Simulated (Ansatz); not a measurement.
Mulliken charges of CH2F2SSi (`F[C@H]1S[Si@@H]1F`) from ωB97M-V/def2-TZVPP in Ansatz (PBE0-D4/def2-TZVP geometry).

| atom | x (Å) | y (Å) | z (Å) | charge (e) |
| --- | --- | --- | --- | --- |
| F1 | -0.420 | -1.555 | 1.199 | -0.197 |
| C2 | -0.288 | -0.246 | 0.845 | 0.002 |
| S3 | 1.482 | 0.342 | 0.733 | -0.149 |
| Si4 | 0.184 | 0.227 | -0.869 | 0.508 |
| F5 | -0.384 | 1.555 | -1.529 | -0.293 |
| H6 | -0.879 | 0.382 | 1.506 | 0.133 |
| H7 | 0.366 | -0.774 | -1.929 | -0.004 |

By hand: the dipole of these point charges (1 e Å = 4.8032 D).

Σ q r = (-0.051, -0.032, -0.129) e Å, of length 0.142 e Å = 0.68 D.

How does the dipole of the full density compare? (An estimate is asked.)

Computed: (-0.096, 0.056, -0.167) e Å, 0.96 D; the point charges give 0.71 times that, at 30° from its direction.

Point charges leave out the atoms' own dipoles, such as those of lone pairs, and Mulliken's split depends on the basis, so the two needn't agree.
